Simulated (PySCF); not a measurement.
UHF on Br³⁺ (bromine, charge +3)

Configuration: [Ar] 3d10 4s2 4p2, high-spin 3P determinant. Computed with PySCF 2.14 in cc-pVTZ-DK (6s5p3d1f, 43 functions), with the spin-free X2C one-electron Hamiltonian (Gaussian nucleus).

- Total energy: -2602.001412 hartree
- One-electron energy: -3574.8231 hartree
- Hartree (Coulomb) energy: 1063.0312 hartree
- Exchange energy: -90.2094 hartree
- ⟨S²⟩: 2.0068
- ⟨L²⟩: 2.020
- Sum of ⟨r⟩: 18.45 bohr
- Sum of ⟨r²⟩: 20.10 bohr²
- Traceless quadrupole moment −½Σ⟨3z² − r²⟩ along its main axis: 1.45 e·bohr²
- Langevin diamagnetic susceptibility: -15.9 ×10⁻⁶ cm³/mol
- Time after the integrals: 0.17 s of wall time on 1 thread of Neoverse-V1 (shared host)

```csv
shell,electrons,mean orbital energy (hartree),spread (hartree),"rms radius, mean of both spins (bohr)"
1s α,1,-499.63751,0,0.0492
1s β,1,-499.62581,0,0.0492
2s α,1,-68.52174,0,0.205
2s β,1,-68.51546,0,0.205
2p α,3,-60.42732,0.00460,0.183
2p β,3,-60.41406,0.01079,0.183
3s α,1,-11.61522,0,0.587
3s β,1,-11.59297,0,0.587
3p α,3,-8.96558,0.00441,0.607
3p β,3,-8.93564,0.03312,0.607
3d α,5,-4.56786,0.01809,0.647
3d β,5,-4.55253,0.03214,0.647
4s α,1,-2.32861,0,1.67
4s β,1,-2.08347,0,1.67
4p α,2,-1.71450,0,1.89
```

Densities and radii are taken from the X2C orbitals without a picture-change correction, which distorts them close to the nucleus.
